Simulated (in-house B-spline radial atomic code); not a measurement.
Whole-atom quantities along the 53-electron series, configuration 1s2 2s2 2p6 3s2 3p6 3d10 4s2 4p6 4d10 4f5/2(5) 5s2. Breit and QED terms are first order and not part of the total energy; the density at the nucleus is averaged over the nuclear charge. Computed with a B-spline radial code for spherical atoms: Dirac-Hartree-Fock, jj configuration that fills j = l - 1/2 first, finite nuclei.

| ion | Z | E/Z² (Eh) | Σ<r²> (bohr²) | n(0)/Z³ (bohr⁻³) | Lamb diamagnetic shielding (ppm) | repulsion over attraction | Breit energy (eV) | self-energy (eV) | vacuum polarisation (eV) |
| --- | --- | --- | --- | --- | --- | --- | --- | --- | --- |
| Eu10+ | 63 | -2.7261 | 15.751 | 2.1749 | 7390.8 | 0.13903 | 263.25 | 208.62 | -32.149 |
| Gd11+ | 64 | -2.7443 | 14.611 | 2.2471 | 7555.95 | 0.13744 | 277.91 | 221.06 | -34.553 |
| Tb12+ | 65 | -2.7624 | 13.613 | 2.3395 | 7722.37 | 0.13585 | 293.15 | 234.09 | -37.122 |
